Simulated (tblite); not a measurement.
Species: toluene, C7H8.
Atom-mapped SMILES: `[CH3:1][c:2]1[cH:3][cH:4][cH:5][cH:6][cH:7]1` (hydrogens: H8, H9, H10 on C1; H11 on C3; H12 on C4; H13 on C5; H14 on C6; H15 on C7)

Computed with GFN2-xTB (tblite), gas phase: Langevin dynamics at 600 K from the optimised GFN2-xTB geometry, time step 0.5 fs, friction 0.01 fs⁻¹, 2000 steps.

Start geometry:
```
atom  x, y, z in Å
C1      2.196   -0.259   -0.093
C2      0.709   -0.075   -0.040
C3     -0.132   -1.182   -0.016
C4     -1.505   -1.026    0.047
C5     -2.059    0.242    0.087
C6     -1.231    1.351    0.064
C7      0.143    1.192    0.001
H8      2.564   -0.615    0.869
H9      2.465   -0.998   -0.846
H10     2.697    0.677   -0.326
H11     0.296   -2.174   -0.048
H12    -2.145   -1.897    0.065
H13    -3.131    0.365    0.135
H14    -1.655    2.344    0.095
H15     0.783    2.063   -0.018
```

The statistics below take the 31 frames saved every 25 fs from 250 to 1000 fs; their kinetic temperature (all 3N coordinates) averages 664 K.

Problem. Give the mean, spread and extremes of the bond lengths.

Solution. 
```tsv
bond	start (Å)	mean (Å)	standard deviation (Å)	shortest (Å)	longest (Å)
C1–C2	1.499	1.513	0.066	1.380	1.652
C2–C3	1.390	1.390	0.045	1.290	1.479
C3–C4	1.383	1.398	0.046	1.302	1.526
C4–C5	1.385	1.385	0.039	1.310	1.452
C5–C6	1.384	1.388	0.035	1.322	1.453
C6–C7	1.384	1.386	0.036	1.316	1.467
C2–C7	1.388	1.394	0.032	1.338	1.494
C1–H8	1.090	1.102	0.041	1.019	1.188
C1–H9	1.089	1.095	0.029	1.042	1.146
C1–H10	1.087	1.100	0.040	1.012	1.203
C3–H11	1.081	1.087	0.033	1.032	1.150
C4–H12	1.081	1.090	0.048	0.987	1.218
C5–H13	1.080	1.090	0.044	0.992	1.186
C6–H14	1.080	1.089	0.033	1.021	1.146
C7–H15	1.081	1.088	0.034	1.010	1.146
```

Problem. Give the same statistics for bond angles, one of each kind among heavy atoms.

Solution. 
| angle | start (°) | mean (°) | standard deviation (°) | smallest (°) | largest (°) |
| --- | --- | --- | --- | --- | --- |
| C1–C2–C3 | 120.2 | 121.4 | 4.7 | 111.0 | 130.8 |
| C1–C2–C7 | 121.2 | 119.2 | 4.4 | 110.2 | 126.7 |
| C3–C2–C7 | 118.6 | 118.4 | 4.9 | 107.5 | 129.0 |
| C2–C3–C4 | 120.8 | 120.1 | 4.6 | 106.5 | 130.2 |
| C3–C4–C5 | 120.1 | 119.5 | 4.2 | 109.2 | 126.1 |
| C4–C5–C6 | 119.6 | 119.4 | 3.6 | 112.2 | 128.7 |

Problem. How far does each atom move about its mean position (frames aligned on the start, all atoms weighted alike), and what rms force does it feel?

Solution. 
| atom | rms displacement (Å) | rms force (eV/Å) |
| --- | --- | --- |
| C1 | 0.10 | 2.43 |
| C2 | 0.15 | 3.41 |
| C3 | 0.20 | 3.03 |
| C4 | 0.14 | 3.01 |
| C5 | 0.12 | 3.02 |
| C6 | 0.13 | 2.76 |
| C7 | 0.16 | 2.49 |
| H8 | 0.90 | 1.38 |
| H9 | 0.92 | 1.12 |
| H10 | 0.86 | 1.46 |
| H11 | 0.32 | 1.27 |
| H12 | 0.25 | 1.62 |
| H13 | 0.26 | 1.58 |
| H14 | 0.25 | 1.27 |
| H15 | 0.28 | 1.30 |

The displacements run from 0.10 to 0.92 Å, the largest at H9.

Problem. How widely does the potential energy scatter, against a harmonic estimate?

Solution. Mean 1.11 eV above the start, standard deviation 0.226 eV, range 0.69 to 1.62 eV. For 39 classical harmonic modes at 600 K the canonical values are 39kT/2 = 1.01 eV and kT·√(39/2) = 0.228 eV.

The run is classical and short, so these are rough statistics of one trajectory.

What follows is the cost of the whole dynamics run. Time: 7.8 s wall; peak memory 0.19 GiB. Hardware: one thread of an Arm Neoverse V2, no GPU (shared host).
